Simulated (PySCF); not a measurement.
# Electron correlation in Zr³⁶⁺ (zirconium, charge +36)

Starting occupation: [He] 2s2. Calculation: PySCF 2.14, in an even-tempered Gaussian basis (17 s from 3.7 bohr⁻², ratio 2.6; 12 p from 4.8 bohr⁻², ratio 2.6; 7 d from 4.9 bohr⁻², ratio 2.8; 4 f from 97 bohr⁻², ratio 2.8); X2C-1e with screened-nucleus spin-orbit coupling, Gaussian nucleus. Frozen: nothing; 4 electrons correlated; the 32 highest virtual spinors left out.

MP2 pair energies summed by pair of shells (mhartree):

```
       pair   energy  share (%)
2s1/2-2s1/2  -208.29       76.4
1s1/2-1s1/2   -46.61       17.1
1s1/2-2s1/2   -17.71        6.5
```

Total MP2 correlation energy: -272.60 mhartree.

The virtual space was cut to 50 spinors, which keep -258.88 of the -272.60 mhartree of MP2 correlation.

| level | correlation energy (mhartree) |
| --- | --- |
| CCSD | -393.39 |
| (T) | -0.39 |
| CCSD(T) | -393.78 |

Diagnostics: T1 = 0.00041, largest double amplitude 0.142.

Cost of the coupled-cluster step: roughly 11 core-seconds, for 4 occupied and 50 virtual spinors.

The coupled-cluster values are those of the cut space; adding the MP2 remainder, -13.72 mhartree, estimates the full space.

At this charge the one-electron X2C treatment keeps the bare 1/r₁₂, with no two-electron picture change or Breit term. That inflates the 1s pair energies well beyond their four-component values.
